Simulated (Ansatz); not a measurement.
This geometry of ClF$_{3}$H$_{4}$NOTa (11 atoms, charge 0, multiplicity 1) is a first-order saddle point.

Computed with RKS PBE-D4/def2-SVP in Ansatz.

```xyz
11
Properties=species:S:1:pos:R:3
Ta -0.538 -0.386 0.348
Cl 2.486 0.519 0.625
F -0.483 0.167 2.159
F -0.162 -0.685 -1.499
N -0.740 1.517 -0.169
H -0.784 2.278 0.518
H -0.474 1.884 -1.089
F -2.250 -1.150 0.360
O 0.807 -1.819 0.738
H 1.020 -2.542 0.120
H 2.072 -0.757 0.809
```

Which two structures does it join? (They come from a converged band through this point; their orientation in space is the band's.)

Bonds broken: Ta1–Cl2, O9–H11. Bonds formed: Cl2–H11. ClF3H4NOTa becomes ClH + F3H3NOTa.

Initial state:

```xyz
11
Properties=species:S:1:pos:R:3
Ta -0.045 0.053 0.310
Cl 2.273 0.610 0.486
F -0.334 0.472 2.142
F 0.158 -0.320 -1.553
N -0.898 1.751 -0.178
H -1.252 2.435 0.500
H -1.035 2.077 -1.141
F -1.438 -1.257 0.390
O 0.992 -1.974 0.806
H 0.577 -2.810 0.517
H 1.955 -2.012 0.639
```

Final state:

```xyz
11
Properties=species:S:1:pos:R:3
Ta -0.804 -0.475 0.347
Cl 3.087 0.446 1.150
F -0.546 0.077 2.142
F -0.966 -0.932 -1.500
N -0.573 1.388 -0.228
H -0.329 2.151 0.413
H -0.533 1.686 -1.208
F -2.562 -1.094 0.682
O 0.797 -1.580 0.442
H 1.148 -2.095 -0.308
H 2.235 -0.547 0.987
```

How far does it lie above each of them?

0.92 eV above the first and 0.12 eV above the second. This is the barrier of this one path; another mechanism may lie lower. The orbitals stay closed-shell, which can raise the energy where a bond breaks towards radicals; this wasn't checked here.

Run time: 5.1 min on 4 threads of Arm Neoverse V1, with other jobs on the host, peak memory 0.22 GiB.
